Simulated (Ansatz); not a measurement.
Cu(AsH3)(SiH3) (CuSiAsH₆), relaxed as a singlet with RKS PBE0-D4/def2-SVP in Ansatz, starting from the GFN2-xTB geometry. Force threshold 0.02 eV/Å.

The relaxation made no stability test and no search for a lower SCF solution.

Start:

```csv
atom,x (Å),y (Å),z (Å)
Cu1,0.101,-0.008,-0.009
As2,-2.188,0.209,0.880
H3,-2.644,1.287,1.790
H4,-2.881,-0.839,1.663
H5,-3.346,0.394,-0.027
Si6,2.241,-0.211,-0.877
H7,2.756,0.839,-1.794
H8,2.574,-1.406,-1.696
H9,3.386,-0.265,0.070
```

**Question.** Estimate the energy that the relaxation releases and the steps that it takes.

**Answer.** 0.17 eV, in 5 steps; 8.5 s on 4 threads of Arm Neoverse V2 on a shared host. No frequencies were taken in this run, so the end may be a saddle point.

**Question.** Does the start keep its bonding?

**Answer.** By distances, no bond broke or formed. The bond that changes most is Cu1–As2, from 2.47 to 2.36 Å (atoms count from 1).

**Question.** Predict the relaxed structure.

**Answer.** 
Cartesian coordinates in Å:
```
Cu 0.077 -0.006 -0.015
As -2.120 0.202 0.829
H -2.478 1.328 1.773
H -2.738 -0.913 1.642
H -3.280 0.392 -0.121
Si 2.201 -0.209 -0.854
H 2.619 0.912 -1.772
H 2.432 -1.455 -1.672
H 3.287 -0.251 0.191
```
Bond lengths: 1 × As–Cu 2.36 Å; 1 × Cu–Si 2.29 Å; 3 × As–H 1.51 Å; 3 × H–Si 1.51 Å.
